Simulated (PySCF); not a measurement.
GeH₈N₂Si, GeH₅N₂Si, GeH₃NOSi (calculated)

All values are calculated (PySCF 2.14.0). Calculation on a computer-drawn molecule: optimised geometry and harmonic frequencies of an isolated molecule of the commonest isotopes, restricted reference for singlets and unrestricted otherwise, frozen core in MP2; on germanium a core potential holds 10 electrons, which the energies leave out, and 3d is frozen in MP2 and coupled-cluster steps.

Common to all runs: charge 0; basis cc-pV(D+d)Z; basis and core potential on germanium cc-pVDZ-PP ECP10MDF.

(1) GeH₈N₂Si

Start structure:
```xyz
12
GeH8N2Si
N      0.5647    -2.3612     0.6067
Si     0.6555    -0.7075     1.1955
Ge    -1.2492     0.6350     0.7078
N     -1.0670     2.2421     1.3846
H     -0.1432    -2.9779     1.0783
H      0.6280    -2.5312    -0.3755
H      0.7635    -0.8565     2.6529
H      1.7704    -0.1961     0.6199
H     -1.5313     0.9914    -0.8407
H     -2.6594     0.0097     1.0541
H     -0.7741     2.3148     2.3111
H     -1.7752     2.9389     1.2472
```

Settings of this run: multiplicity 1 and method HF.

It finds rotational constants 8.636, 1.635, 1.437 GHz; total energy -695.9030 hartree; convergence status largest gradient component 2.751e-05 hartree/bohr.

Drawn bonds:
```tsv
atom	other atom	order
1	2	1
2	3	1
3	4	1
1	5	1
1	6	1
2	7	1
2	8	1
3	9	1
3	10	1
4	11	1
4	12	1
```

Optimised structure:
```xyz
12
GeH8N2Si
N      0.5171    -2.3795     0.6131
Si     0.6278    -0.7485     1.1820
Ge    -1.2734     0.6413     0.6661
N     -1.0222     2.3219     1.4102
H     -0.1878    -2.9783     1.0030
H      0.5873    -2.5441    -0.3746
H      0.7807    -0.7869     2.6566
H      1.8326    -0.1393     0.5748
H     -1.4219     0.8683    -0.8474
H     -2.5861    -0.0282     1.1409
H     -0.9055     2.3055     2.4096
H     -1.7659     2.9692     1.2076
```

Modes:
```tsv
frequency (cm⁻¹)	reduced mass (dalton)
47.67	2.948
101.2	3.859
145.4	1.038
184.5	1.077
215	4.03
366.7	1.341
372.4	2.61
493.6	1.402
552.9	1.2
625.8	1.434
679.8	2.139
738.3	1.224
769.5	1.056
803.1	1.173
852.8	3.462
925.8	1.106
974.1	1.095
984.3	1.203
991.7	1.119
1013	1.098
1698	1.106
1705	1.093
2135	1.021
2194	1.018
2294	1.04
2311	1.041
3723	1.051
3760	1.051
3809	1.093
3849	1.094
```

(2) GeH₅N₂Si

Start structure:
```xyz
9
GeH5N2Si
N     -2.5700    -2.1692    -1.2470
Si    -1.6131    -0.9950    -0.4071
N     -0.6717     0.2303    -1.0098
Ge     0.0204     1.2881    -2.2717
H     -2.6303    -2.1114    -2.2611
H     -3.0865    -2.7808    -0.8222
H     -1.7449    -1.2974     0.9700
H      1.6256     0.9928    -1.9679
H     -0.0603     2.6220    -1.6826
```

Here we set multiplicity 2 and method HF.

Results for GeH₅N₂Si: rotational constants 14.54, 1.333, 1.24 GHz; total energy -694.1138 hartree; spin squared 0.7562; convergence status largest gradient component 3.459e-05 hartree/bohr.

Drawn bonds:
```tsv
atom	other atom	order
1	2	1
2	3	2
3	4	1
1	5	1
1	6	1
2	7	1
4	8	1
4	9	1
```

Optimised structure:
```xyz
9
GeH5N2Si
N     -2.5294    -2.0302    -1.2895
Si    -1.5778    -1.0076    -0.3634
N     -0.6336     0.1511    -0.8021
Ge     0.1010     1.1494    -2.1101
H     -2.5829    -1.9858    -2.2886
H     -3.1056    -2.7479    -0.8952
H     -1.7776    -1.3912     1.0387
H      1.6393     1.0047    -2.0832
H     -0.2641     2.6370    -1.9061
```

Modes:
```tsv
frequency (cm⁻¹)	reduced mass (dalton)
64.89	6.017
69	1.083
155.5	2.932
333.5	3.613
381.3	1.138
465	1.368
497	9.589
675.4	1.177
706.5	1.104
758.5	1.083
799.9	1.249
926.8	1.026
942.9	4.022
1025	1.28
1411	13.27
1676	1.136
2129	1.016
2136	1.026
2388	1.043
3790	1.05
3895	1.098
```

(3) GeH₃NOSi

Start structure:
```xyz
7
GeH3NOSi
N      1.3319     0.0492     1.0761
Si     2.9201     0.5583     0.5794
O      3.8119    -0.2389    -0.2434
Ge     3.7161     2.6086     1.6772
H      0.6703     0.6641     1.5277
H      0.9257    -0.6605     0.6071
H      2.8702     3.4404     0.5805
```

It was run with multiplicity 1 and method HF.

The calculation gives: rotational constants 7.289, 1.769, 1.444 GHz; total energy -713.3848 hartree; convergence status largest gradient component 3.879e-05 hartree/bohr.

Drawn bonds:
```tsv
atom	other atom	order
1	2	1
2	3	2
2	4	1
1	5	1
1	6	1
4	7	1
```

Optimised structure:
```xyz
7
GeH3NOSi
N      1.2975     0.0665     1.0092
Si     2.8503     0.5851     0.6332
O      3.7938    -0.1581    -0.2717
Ge     3.6470     2.6445     1.7069
H      0.6558     0.5553     1.6016
H      0.9103    -0.7759     0.6244
H      3.0915     3.5038     0.5010
```

Modes:
```tsv
frequency (cm⁻¹)	reduced mass (dalton)
102.8	7.647
160.9	1.054
219.6	7.551
240.4	3.533
362.8	1.168
392.1	4.623
474.3	1.222
643.7	1.122
824.7	1.463
920.7	5.272
1317	16.3
1672	1.135
2018	1.021
3775	1.051
3885	1.097
```

(4) GeH₃NOSi

Start structure:
```xyz
7
GeH3NOSi
N      1.2975     0.0665     1.0092
Si     2.8503     0.5851     0.6332
O      3.7938    -0.1581    -0.2717
Ge     3.6470     2.6445     1.7069
H      0.6558     0.5553     1.6016
H      0.9103    -0.7759     0.6244
H      3.0915     3.5038     0.5010
```

It was run with multiplicity 1 and method MP2.

The calculation gives: rotational constants 7.023, 1.782, 1.442 GHz; total energy -713.9058 hartree; convergence status largest gradient component 4.08e-05 hartree/bohr.

Drawn bonds:
```tsv
atom	other atom	order
1	2	1
2	3	2
2	4	1
1	5	1
1	6	1
4	7	1
```

Optimised structure:
```xyz
7
GeH3NOSi
N      1.2659     0.0320     1.0315
Si     2.8131     0.6220     0.6546
O      3.8450    -0.0586    -0.2758
Ge     3.6952     2.6440     1.7038
H      0.6003     0.5274     1.6176
H      0.8820    -0.8137     0.6145
H      3.1448     3.4681     0.4585
```

Modes:
```tsv
frequency (cm⁻¹)	reduced mass (dalton)
40.61	8.913
166.1	1.48
201.2	1.774
207	5.085
267	1.286
368.4	5.109
408.5	1.178
590.8	1.103
744.4	1.442
868.4	5.57
1178	15.06
1538	1.14
1970	1.021
3595	1.05
3719	1.097
```
